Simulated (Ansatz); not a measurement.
Frontier orbitals of C$_{9}$H$_{21}$B (`CC(C)B(C(C)C)C(C)C`).

Total charge 0; spin multiplicity 1. Geometry: relaxed with PBE0-D4/def2-TZVP. It is one conformer, not always the lowest. Basis def2-TZVPP, the Gaussian-basis code of Ansatz.

Orbital energies of one run (eV). Highest occupied ones, from the top: -6.22, -6.22, -7.88, -7.88, -7.97, -7.97, -8.00, -8.26, -8.32, -9.06, -9.09, -9.09, -9.65, -9.65. Empty: -1.40, 0.16, 0.78, 0.78, 1.11, 1.61.

Which functional gave them?
A. CAM-B3LYP
B. PBE
C. HSE06 (plane-wave form)
D. LC-ωPBE

B. HOMO energies: PBE -6.22, CAM-B3LYP -8.92, HSE06 -7.11, LC-ωPBE -10.21 eV.

LC-ωPBE has ω = 0.4 bohr⁻¹.
